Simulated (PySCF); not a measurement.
# How methods differ on the ionisation energy of As³¹⁺

As³¹⁺ 1s2 → As³²⁺ 1s1 [1s1/2^1, M_J = 1/2], as a difference of total energies. All numbers are calculated (PySCF 2.14, the two-component X2C-1e Hamiltonian, in an uncontracted even-tempered set (15 s from 47 bohr⁻², ratio 2.4; 10 p from 61 bohr⁻², ratio 2.4; 3 d from 190 bohr⁻², ratio 2.6; 3 f from 290 bohr⁻², ratio 2.6)). Correlated levels: nothing frozen; the 32 highest virtual spinors dropped. "Screened" scales the spin-orbit matrix elements by Boettger's factors to mimic the two-electron term; Breit and QED terms are absent.

```
                    method  ionisation energy (eV)
 GHF (screened spin-orbit)                 14460.9
GMP2 (screened spin-orbit)                 14462.2
     GHF (bare spin-orbit)                 14460.9
    GMP2 (bare spin-orbit)                 14462.2
```

For this ion Breit and QED terms and the two-electron picture change, all absent here, outweigh the correlation shift from GHF to GMP2.

For comparison: 14447.7 eV (theoretical estimate listed by NIST; NIST Atomic Spectra Database, ionization energies).
